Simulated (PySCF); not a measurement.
B3LYP has the VWN-RPA correlation part, as in Gaussian. Delta-SCF ions had no search for a lower state. Excitations are Tamm–Dancoff values on a coarser integration grid. The basis has no diffuse functions, so Rydberg states are missing or too high.

Z-matrix (Å, degrees):
```
Al
H 1 1.5694
H 1 1.5694 2 124.83
Br 1 2.2671 2 117.58 3 180.00
```
Charge 0, multiplicity 1.

Problem. Give the total energy, S1 excitation (TDA), HOMO–LUMO gap, LUMO, HOMO, dipole moment, vertical ionisation energy (Delta-SCF) and brightest of the four lowest singlets (TDA) at the level B3LYP-D3(BJ)/def2-TZVP (PySCF).

Solution. 
The total energy is -76679.01 eV and the S1 excitation (TDA) is 4.98 eV. The HOMO–LUMO gap is 6.07 eV and the LUMO is -1.96 eV. The HOMO is -8.03 eV and the dipole moment is 0.260 e·Å. The vertical ionisation energy (Delta-SCF) is 10.49 eV. The brightest of the four lowest singlets (TDA) is 5.92 eV.
